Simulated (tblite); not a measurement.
Compound: C₅H₆FP.
Numbering: `[F:1][C:2]1=[CH:3][P:4]1[CH:5]1[CH2:6][CH2:7]1` (hydrogens: H8 on C3; H9 on C5; H10, H11 on C6; H12, H13 on C7)

Geometry (GFN2-xTB, Å), atoms numbered from 1 in this order:
```
atom  x, y, z in Å
F1     2.8729   -0.7582   -1.6334
C2     2.1297    0.1440   -1.0155
C3     2.1992    1.0977   -0.1227
P4     0.4910    0.9174   -0.8279
C5    -0.2901   -0.2242    0.4019
C6    -1.6059   -0.8590    0.0402
C7    -1.5653    0.2200    1.0670
H8     2.8505    1.6282    0.5356
H9     0.4068   -0.8122    0.9916
H10   -2.0314   -0.6247   -0.9251
H11   -1.7826   -1.8751    0.3591
H12   -1.7151   -0.0415    2.1038
H13   -1.9639    1.1881    0.7999
```

Method: GFN2-xTB as coded in tblite; computed harmonic values from a numerical Hessian at the method's own geometry, unscaled. The method is semi-empirical: single wavenumbers can be off by several per cent or more. One conformer, not necessarily the lowest.

Harmonic wavenumbers (cm⁻¹): 30.2, 110.4, 181.9, 251.6, 308.0, 324.2, 405.0, 606.6, 650.6, 679.0, 723.7, 804.8, 827.6, 898.8, 948.5, 988.1, 1024.8, 1065.3, 1067.7, 1072.6, 1083.9, 1150.2, 1207.9, 1320.6, 1433.7, 1477.5, 1783.0, 2997.9, 3076.8, 3079.1, 3086.0, 3100.5, 3160.3.

A = 5061, B = 1278, C = 1157 MHz; mass 116.019 u (most abundant isotopes); point group C1, symmetry number 1.

Task: Zero-point energy?

Result: Half the sum of the wavenumbers: 20463 cm⁻¹ = 58.51 kcal/mol.

Task: Give the ideal-gas entropy at 200 K and 1 bar in the rigid-rotor, harmonic-oscillator model (classical rotation).

Result: Translation 38.20, rotation 26.96, vibration 12.66: S = 77.8 cal/(mol K).

Task: And Cp and H(200 K) − H(0)?

Result: Cp = 21.35 cal/(mol K), of which vibrations give 13.40 (their classical limit is 33 R = 65.6); H(200 K) − H(0) = 2.91 kcal/mol without the zero-point energy, 1.32 from vibrations.

Task: How do the functions run with temperature in this model?

Result: 
| T (K) | S (cal/(mol K)) | Cp (cal/(mol K)) | H − H(0) (kcal/mol) | G − H(0) (kcal/mol) | ln q(vib) |
| --- | --- | --- | --- | --- | --- |
| 50 | 56.9 | 11.1 | 0.48 | -2.37 | 0.59 |
| 100 | 65.7 | 14.6 | 1.12 | -5.45 | 1.40 |
| 298.15 | 87.7 | 28.8 | 5.37 | -20.79 | 4.70 |
| 373.15 | 94.8 | 34.2 | 7.73 | -27.63 | 5.98 |
| 500 | 105.9 | 41.7 | 12.57 | -40.37 | 8.17 |
| 750 | 124.8 | 51.4 | 24.31 | -69.29 | 12.41 |
| 1000 | 140.5 | 57.4 | 37.96 | -102.50 | 16.35 |

q(vib) and H(0) count from the zero-point level.

Task: What must be added to the electronic energy to get the Gibbs energy at 200 K and 1 bar?

Result: ZPE + [H(200 K) − H(0)] − T·S = 58.51 + 2.91 − 15.57 = 45.85 kcal/mol.

Task: Which modes carry the vibrational entropy at 200 K?

Result: 30.2 cm⁻¹: 5.02; 110.4 cm⁻¹: 2.50; 181.9 cm⁻¹: 1.59; 251.6 cm⁻¹: 1.06; 308.0 cm⁻¹: 0.77; 324.2 cm⁻¹: 0.70 cal/(mol K); the other 27 give 1.03 together.

Hindered rotation and anharmonicity are outside this model. Other conformers, if any are populated, would add a mixing term that is left out. The structure is chiral; the term R ln 2 for an equal mix with its mirror image is left out.
